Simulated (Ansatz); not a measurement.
Gas-phase electronic energies from Ansatz, PBE0-D4/def2-TZVP geometries. CCSD(T)/CBS adds triple-zeta CCSD(T) − MP2 to the extrapolated MP2 energy (def2 sets, frozen cores). Functionals use def2-TZVPP. Elements past krypton have def2 core potentials. For Sn outer-core shells are correlated without core-valence functions, which leaves a few kJ/mol of doubt a bond. One conformer a species, not always the lowest.

Consider the formal exchange of groups at the Si–O bond: `B[SiH2]O[SiH2]F` + `[OH][SnH2][Cl]` → `[OH][SnH]([Cl])[SiH2]F` + `B[SiH2]O`.

`B[SiH2]O[SiH2]F`:

Z-matrix (Å, degrees):
```
Si
O 1 1.651
B 1 2.004 2 114.9
H 1 1.491 2 107.4 3 121.5
H 1 1.490 2 108.1 3 -122.4
Si 2 1.615 1 144.6 3 11.0
H 3 1.196 1 123.9 2 1.0
H 3 1.197 1 118.6 2 -179.3
F 6 1.596 2 109.6 1 53.8
H 6 1.480 2 110.9 1 -63.8
H 6 1.476 2 108.8 1 171.4
```

`[OH][SnH2][Cl]`:

Z-matrix (Å, degrees):
```
Sn
Cl 1 2.330
O 1 1.952 2 106.7
H 1 1.693 2 109.1 3 113.1
H 1 1.702 2 106.1 3 -118.2
H 3 0.960 1 113.6 2 -53.4
```

`[OH][SnH]([Cl])[SiH2]F`:

Z-matrix (Å, degrees):
```
Sn
Cl 1 2.348
Si 1 2.578 2 101.1
O 1 1.958 2 106.2 3 118.3
H 1 1.699 2 108.1 3 -131.1
F 3 1.601 1 110.1 2 -176.5
H 3 1.482 1 109.7 2 -57.0
H 3 1.483 1 108.8 2 64.4
H 4 0.960 1 113.6 2 -53.6
```

`B[SiH2]O`:

Cartesian coordinates in Å:
```
B -0.906 -0.502 -0.912
Si 0.088 0.345 0.610
O 1.673 -0.096 0.784
H -0.379 -1.097 -1.807
H -2.095 -0.376 -0.972
H -0.547 0.030 1.916
H -0.044 1.822 0.388
H 2.210 -0.126 -0.008
```

```tsv
level	ΔE (kJ/mol)
PBE0-D4	101.3
ωB97M-V	117.1
```

Problem. What does CCSD(T)/CBS give? (Estimate.)

Solution. Ansatz gave: +115.0 kJ/mol. The listed levels differ from it by -13.7, 2.1 kJ/mol.

Largest T1 diagnostic among the species: 0.013.

In def2-TZVPP, CCSD(T) changes the Hartree–Fock value by −22.3 kJ/mol (the triples alone add −3.4 kJ/mol) and MP2 by −21.4 kJ/mol. From PBE to PBE0 (25 % exact exchange), in def2-TZVPP and without D4, ΔE moves by +11.8 kJ/mol.
